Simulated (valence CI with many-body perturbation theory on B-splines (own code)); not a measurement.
**La VI: configurations and terms from energies and g**

Calculated by configuration interaction combined with many-body perturbation theory (CI+MBPT): six valence electrons over a frozen Dirac-Fock core [Kr] 4d10, a basis of 9 s, 9 p, 8 d, 6 f, 3 g, 1 h functions for each j, with the one-electron correlation potential Σ1, the two-electron term Σ2, the three-electron term Σ3, Breit, model QED; selected CI, second order for the rest, scaled by the run's own slope (own B-spline code, finite nucleus).

With an open or low-lying f shell, different configurations can be misplaced against each other by up to about 5,000 cm⁻¹. No measured levels were compared; by estimate levels hold to about 250 cm⁻¹ or 0.2 % of their energy and the worst to 1 %, as in measured heavy ions of charge 2 to 7; those with d or f electrons hold less well. Among the levels kept, up to 880 cm⁻¹ of a level comes from second order outside the variational space, and about a tenth of that is noise between levels of different J, which matters for small intervals.

| No. | J | Parity | E (cm⁻¹) | g |
| --- | --- | --- | --- | --- |
| 1 | 2 | even | 0.0 | 1.415 |
| 3 | 1 | even | 20318 | 1.501 |
| 4 | 2 | even | 28992 | 1.085 |
| 8 | 2 | even | 124830 | 1.000 |
| 9 | 1 | even | 125240 | 0.111 |
| 10 | 5 | even | 126260 | 1.342 |
| 13 | 2 | even | 136850 | 0.755 |
| 18 | 2 | odd | 146290 | 1.500 |

Energies count from the lowest level. Strongly mixed levels and levels close to another of their J and parity, and those with J = 0 are left out, so the numbers can have gaps.

(1) Give configuration and LS term of each level.

## Answers

(1) 1: 5s2.5p4 3P; 3: 5s2.5p4 3P; 4: 5s2.5p4 1D; 8: 4f.5s2.5p3 5F; 9: 4f.5s2.5p3 5F; 10: 4f.5s2.5p3 5F; 13: 4f.5s2.5p3 3F; 18: 5s.5p5 3P°.
